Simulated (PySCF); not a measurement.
# Electric field gradients and quadrupole coupling constants

Species: C5H3ClOS.
Geometry (PBE0-D3(BJ)/def2-TZVP, Å), atoms numbered from 1 in this order:
```
atom  x, y, z in Å
O1    -2.143   -1.507    0.322
C2    -1.764   -0.443   -0.039
Cl3   -2.940    0.766   -0.634
C4    -0.376    0.013   -0.051
C5     0.682   -0.835    0.386
C6     1.892   -0.227    0.299
S7     1.751    1.368   -0.309
C8     0.071    1.244   -0.459
H9     0.522   -1.843    0.742
H10    2.861   -0.626    0.559
H11   -0.519    2.065   -0.833
```

Field gradients from the PBE0/pcSseg-2 density (PySCF, non-relativistic), principal values in atomic units, ordered |Vxx| ≤ |Vyy| ≤ |Vzz|:

```tsv
atom	Vxx	Vyy	Vzz
O1	0.4441	1.0841	-1.5282
Cl3	-1.2108	-1.9967	3.2074
S7	-0.6019	-1.1021	1.7040
```

Question: Find the asymmetry η = (Vxx − Vyy)/Vzz and the couplings χ = eQV/h (234.96 MHz × Q in barn × V in au), with Q(17O) = −0.0256 b, Q(35Cl) = −0.0817 b, Q(33S) = −0.0678 b.

Answer: 
| atom | environment | nucleus | η | χzz (MHz) | χxx (MHz) | χyy (MHz) |
| --- | --- | --- | --- | --- | --- | --- |
| O1 | carbonyl oxygen | 17O | 0.42 | 9.19 | -2.67 | -6.52 |
| Cl3 | chlorine bonded to C | 35Cl | 0.25 | -61.57 | 23.24 | 38.33 |
| S7 | thiophene-type sulfur | 33S | 0.29 | -27.15 | 9.59 | 17.56 |

The tensor is traceless: Vxx + Vyy + Vzz = 0.

Question: What is Vzz at S7 in SI units (1 au = 9.71736 × 10²¹ V/m²)?

Answer: 1.7040 au = 16.559 × 10²¹ V/m².

Question: And the gradient at the other heavy atoms, for which no coupling is worked out here?

Answer: 
```
atom                        environment  Vzz (au)     η
  C2                 acyl halide carbon    -0.458  0.58
  C4        substituted aromatic carbon     0.149  0.92
  C5                 aromatic CH carbon     0.286  0.26
  C6  aromatic CH next to a ring sulfur    -0.267  0.08
  C8  aromatic CH next to a ring sulfur    -0.277  0.52
```

Were the hydrogens deuterons (Q(2H) = 0.00286 b), χzz would run from 200 kHz (H9) to 204 kHz (H10).

Geometry: PBE0-D3(BJ)/def2-TZVP, one conformer, isolated molecule.
